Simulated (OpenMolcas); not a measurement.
**OpenMolcas run: Ta**

Input:

```
&GATEWAY
Coord
1

Ta 0.0 0.0 0.0
Basis=ANO-RCC-VTZP
Group=XYZ
NoMove
AngMom=0.0 0.0 0.0
AMFI
&SEWARD
* reference wave functions (RASSCF and RASSI steps not shown): 5 electrons in 6 orbitals (5d 6s)
>>> COPY JOB001 $Project.JobIph
&CASPT2
XMultistate=50 1 2 3 4 5 6 7 8 9 10 11 12 13 14 15 16 17 18 19 20 21 22
23 24 25 26 27 28 29 30 31 32 33 34 35 36 37 38 39 40 41 42 43 44 45 46
47 48 49 50
Frozen=14 16
IPEA=0.25
Imaginary=0.1
MaxIter=60
WThr=0.0 0.3 0.05
PrWF=0.5
NoMix
>>> COPY JOB002 $Project.JobIph
&CASPT2
XMultistate=6 1 2 3 4 5 6
Frozen=14 16
IPEA=0.25
Imaginary=0.1
MaxIter=60
WThr=0.0 0.3 0.05
PrWF=0.5
NoMix
>>> COPY JOB003 $Project.JobIph
&CASPT2
XMultistate=98 1 2 3 4 5 6 7 8 9 10 11 12 13 14 15 16 17 18 19 20 21 22
23 24 25 26 27 28 29 30 31 32 33 34 35 36 37 38 39 40 41 42 43 44 45 46
47 48 49 50 51 52 53 54 55 56 57 58 59 60 61 62 63 64 65 66 67 68 69 70
71 72 73 74 75 76 77 78 79 80 81 82 83 84 85 86 87 88 89 90 91 92 93 94
95 96 97 98
Frozen=14 16
IPEA=0.25
Imaginary=0.1
MaxIter=60
WThr=0.0 0.3 0.05
PrWF=0.5
NoMix
```

Launched by
```bash
OMP_NUM_THREADS=1 MOLCAS_MEM=1689 MOLCAS_PROJECT=a pymolcas a.inp > a.log  # once for each step of the input, in one work folder
```

Output, cut to the results:

```
--- CASPT2 ---
Orbital specifications:
      -----------------------

      Symmetry species                           1   2
                                                ag  au
      Frozen orbitals                           14  16
      Inactive orbitals                          1   3
      Active orbitals                            6   0
      Secondary orbitals                        30  34
      Deleted orbitals                           0   0
      Number of basis functions                 51  53
Type of calculation                        XMS-CASPT2
      Fock operator                              state-average
      IPEA shift                                 0.25
      Real shift                                 0.00
      Imaginary shift                            0.10
      The input orbitals will be transformed to quasi-canonical
      The input states will be rotated to diagonalize the Fock operator
Reference energy:      -15589.8837945200
      E2 (Non-variational):      -0.3515892842
      Shift correction:          -0.0020579378
      E2 (Variational):          -0.3536472220
      Total energy:          -15590.2374417420
      Residual norm:              0.0000000939
      Reference weight:           0.85549
      Contributions to the CASPT2 correlation energy
      Active & Virtual Only:         -0.0921157676
      One Inactive Excited:          -0.1224865002
      Two Inactive Excited:          -0.1369870165
Reference energy:      -15589.8837945200
      E2 (Non-variational):      -0.3504594188
      Shift correction:          -0.0019400090
      E2 (Variational):          -0.3523994278
      Total energy:          -15590.2361939478
      Residual norm:              0.0000009477
      Reference weight:           0.85867
      Contributions to the CASPT2 correlation energy
      Active & Virtual Only:         -0.0909029668
      One Inactive Excited:          -0.1225214624
      Two Inactive Excited:          -0.1370349896
::    XMS-CASPT2 Root  1     Total energy: -15590.23768892
::    XMS-CASPT2 Root  2     Total energy: -15590.23672833
::    XMS-CASPT2 Root  3     Total energy: -15590.23544053
::    XMS-CASPT2 Root  4     Total energy: -15590.23478405
::    XMS-CASPT2 Root  5     Total energy: -15590.23349606
::    XMS-CASPT2 Root  6     Total energy: -15590.23089206
::    XMS-CASPT2 Root  7     Total energy: -15590.23064713
::    XMS-CASPT2 Root  8     Total energy: -15590.20910273
::    XMS-CASPT2 Root  9     Total energy: -15590.20908950
::    XMS-CASPT2 Root 10     Total energy: -15590.20846471
::    XMS-CASPT2 Root 11     Total energy: -15590.12641659
::    XMS-CASPT2 Root 12     Total energy: -15590.12534598
::    XMS-CASPT2 Root 13     Total energy: -15590.12524566
::    XMS-CASPT2 Root 14     Total energy: -15590.12488203
::    XMS-CASPT2 Root 15     Total energy: -15590.12449983
::    XMS-CASPT2 Root 16     Total energy: -15590.12440814
::    XMS-CASPT2 Root 17     Total energy: -15590.12421804
::    XMS-CASPT2 Root 18     Total energy: -15590.12393133
::    XMS-CASPT2 Root 19     Total energy: -15590.12372612
::    XMS-CASPT2 Root 20     Total energy: -15590.12364880
::    XMS-CASPT2 Root 21     Total energy: -15590.12337718
::    XMS-CASPT2 Root 22     Total energy: -15590.12318390
::    XMS-CASPT2 Root 23     Total energy: -15590.12300077
::    XMS-CASPT2 Root 24     Total energy: -15590.12291101
::    XMS-CASPT2 Root 25     Total energy: -15590.12259824
::    XMS-CASPT2 Root 26     Total energy: -15590.12205165
::    XMS-CASPT2 Root 27     Total energy: -15590.12018027
::    XMS-CASPT2 Root 28     Total energy: -15590.11987428
::    XMS-CASPT2 Root 29     Total energy: -15590.11972263
::    XMS-CASPT2 Root 30     Total energy: -15590.11958049
--- CASPT2 ---
Orbital specifications:
      -----------------------

      Symmetry species                           1   2
                                                ag  au
      Frozen orbitals                           14  16
      Inactive orbitals                          1   3
      Active orbitals                            6   0
      Secondary orbitals                        30  34
      Deleted orbitals                           0   0
      Number of basis functions                 51  53
Type of calculation                        XMS-CASPT2
      Fock operator                              state-average
      IPEA shift                                 0.25
      Real shift                                 0.00
      Imaginary shift                            0.10
      The input orbitals will be transformed to quasi-canonical
      The input states will be rotated to diagonalize the Fock operator
Reference energy:      -15589.8787070701
      E2 (Non-variational):      -0.3078486176
      Shift correction:          -0.0004810602
      E2 (Variational):          -0.3083296778
      Total energy:          -15590.1870367479
      Residual norm:              0.0000008112
      Reference weight:           0.92230
      Contributions to the CASPT2 correlation energy
      Active & Virtual Only:         -0.0503035630
      One Inactive Excited:          -0.1296433336
      Two Inactive Excited:          -0.1279017211
Reference energy:      -15589.8787070701
      E2 (Non-variational):      -0.3079500523
      Shift correction:          -0.0005086299
      E2 (Variational):          -0.3084586821
      Total energy:          -15590.1871657522
      Residual norm:              0.0000008219
      Reference weight:           0.92176
      Contributions to the CASPT2 correlation energy
      Active & Virtual Only:         -0.0505224629
      One Inactive Excited:          -0.1295985304
      Two Inactive Excited:          -0.1278290590
::    XMS-CASPT2 Root  1     Total energy: -15590.18725642
::    XMS-CASPT2 Root  2     Total energy: -15590.18721505
::    XMS-CASPT2 Root  3     Total energy: -15590.18715176
::    XMS-CASPT2 Root  4     Total energy: -15590.18711689
...
```

In XMS-CASPT2 the single-state energies belong to rotated reference states; over a whole degenerate manifold the rotation is arbitrary, and only the multistate roots count.

Levels above the lowest, from the spin-orbit matrix with the multistate effective Hamiltonian, averaged by term, added to it:

```
Configuration   Term     J  E (cm-1)  Measured (cm-1)  Term weight %            Second
      5d3 6s2     4F   3/2       0.0              0.0             90           6 2D(1)
      5d3 6s2     4F   5/2      1860             2010             96           3 2D(1)
      5d3 6s2     4F   7/2      3810             3964             96              3 2G
      5d3 6s2     4F   9/2      5560             5621             89              9 2G
      5d3 6s2     4P   3/2      7120             6069             68             20 2P
      5d3 6s2     4P   1/2      7190             6049             84             11 2P
      5d3 6s2     4P   5/2      9890             9253             90       4 5d4 6s 4P
       5d4 6s     6D   1/2     11310                              85      7 5d3 6s2 2P
       5d4 6s     6D   3/2     11640                              56  22 5d3 6s2 2D(1)
      5d3 6s2     2G   7/2     11860                              94              3 4F
       5d4 6s     6D   3/2     12490                              39  30 5d3 6s2 2D(1)
      5d3 6s2     2G   9/2     12760                              55             36 2H
       5d4 6s     6D   5/2     12990                              96                  
      5d3 6s2     2P   1/2     13200                              81             13 4P
       5d4 6s     6D   7/2     14110                              97                  
      5d3 6s2  2D(1)   5/2     14950                              92              4 4P
       5d4 6s     6D   9/2     15350                              94              5 4F
      5d3 6s2     2P   3/2     17460                              60          30 2D(1)
      5d3 6s2     2H  11/2     17550                              99                  
      5d3 6s2     2H   9/2     17620                              62             35 2G
      5d3 6s2     2F   5/2     20940                              94           5 2D(2)
      5d3 6s2     2F   7/2     21030                              95              2 2G
       5d4 6s     4P   1/2     24210                              43          36 4D(1)
       5d4 6s     4H   7/2     25510                              59             22 4G
```

Against the 6 measured excited levels shown (NIST Handbook of Basic Atomic Spectroscopic Data) the mean absolute deviation is 530 cm-1; the largest miss in energy is 5d3 6s2 4P 1/2: computed 7190, measured 6049 cm-1 (+18.8 %).

Term energies are means over components that CASPT2 splits; among the terms shown or strongly mixed into the levels shown the widest spread is 1500 cm-1 (5d3 6s2 4F). Over all roots computed the reference weight is 0.85 to 0.92; the roots of lowest weight are the least certain, and an intruder state may touch them. Terms from blocks run as CI alone lack orbitals of their own. Configurations are named by rounded mean occupations; where the s occupation lies near a half they are strongly mixed, a name can repeat and a true partner stay unpaired. A single d shell beside an s shell can misplace configurations of different d count against each other. The CASPT2 spread within a term exceeds the gap to the next term for 5d3 6s2 2P and 5d3 6s2 2D(1), 5d4 6s 4H and 5d4 6s 4D(1), 5d4 6s 4F and 5d4 6s 4P and others, so the order of their levels is uncertain. Some terms miss by over 15 % even with CASPT2, which points to a basis or an active space too small for the shells correlated. Computed and measured levels are paired by configuration, term and J; levels that our copy of the source lacks, or whose pairing is in doubt (as where it misses far off the trend of its configuration), stay unpaired and out of the deviations. Only configurations of the active space appear. The first state left out of the spin-orbit step lies near 35000 cm-1 above the lowest spin-free state of the reference (among the parities and spins computed), and the list stops at four fifths of that energy or lower. The table shows the lowest 24 of 32 levels.

The term weight is that of the spin-free term in the level, not the purity of its configuration. A number in round brackets counts repeated terms of one configuration in the order of the reference energies.
